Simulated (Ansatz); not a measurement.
Energy difference R1 → P1, each structure at its B3LYP-D3(BJ)/def2-TZVP stationary point, reached from a drawn start; harmonic modes at that level show minima.
R1, C2H2F2 (SMILES F/C=C\F) (charge 0, multiplicity 1):
```xyz
6

F      1.41384     1.01193    -0.03750
C      0.65792    -0.09376    -0.00664
C     -0.66234    -0.05352     0.00953
F     -1.35005     1.09619    -0.00359
H      1.21611    -1.01840     0.00391
H     -1.27539    -0.94244     0.03439
```
P1, C2H2F2 (SMILES F/C=C/F) (charge 0, multiplicity 1):
```xyz
6

F      1.624    -0.709     0.018
C      0.630     0.197    -0.011
C     -0.630    -0.197     0.011
F     -1.624     0.709    -0.018
H      0.962     1.225    -0.052
H     -0.962    -1.225     0.052
```

P less R. No zero-point or thermal terms.

Correlated levels freeze the cores.

The values were computed with Ansatz (a quantum-chemistry and plane-wave program). No computed number here is a measurement.

Total energies in hartree:

```json
[
 {"structure": "R1", "PBE/def2-TZVPP": "-276.887732", "r2SCAN/def2-TZVPP": "-277.044269", "CCSD(T)/cc-pVQZ": "-276.779258"},
 {"structure": "P1", "PBE/def2-TZVPP": "-276.886399", "r2SCAN/def2-TZVPP": "-277.042627", "CCSD(T)/cc-pVQZ": "-276.777953"}
]
```

Question: Work out the reaction energy at each level in meV (1 hartree = 27211.38625 meV), and say how far PBE/def2-TZVPP lies from CCSD(T)/cc-pVQZ.

Answer: 
- PBE/def2-TZVPP: (-276.886399) − (-276.887732) = 0.001333 hartree = 36.3 meV
- r2SCAN/def2-TZVPP: (-277.042627) − (-277.044269) = 0.001642 hartree = 44.7 meV
- CCSD(T)/cc-pVQZ: (-276.777953) − (-276.779258) = 0.001305 hartree = 35.5 meV
PBE/def2-TZVPP less CCSD(T)/cc-pVQZ: 0.8 meV. CCSD(T)/cc-pVQZ is the level counted from, the highest shown, and no exact or measured value.
